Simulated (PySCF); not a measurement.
SnCl3, SMILES [Cl][Sn-]([Cl])[Cl], charge -1.

Coordinates come from a B3LYP-D3(BJ)/def2-SVPD optimisation. The isomer is the one that the SMILES or the coordinates give; other isomers of the formula were not compared. The def2 effective core potentials stand for the cores of Sn; spin–orbit coupling is left out.

Level of theory: HF/def2-TZVPD (PySCF).

Gas-phase values at a fixed geometry.

Computed frontier levels, gap, dipole moment and polarisability:
```
Item                                                                 Value
------------------------------------------------  ------------------------
highest occupied level                                            -5.13 eV
lowest empty level                                                 4.32 eV
orbital gap                                                        9.44 eV
dipole moment about the centre of nuclear charge                    3.93 D
mean static polarisability                          100.3 bohr³ (14.86 Å³)
polarisability, principal values                  91.4, 104.8, 104.8 bohr³
```
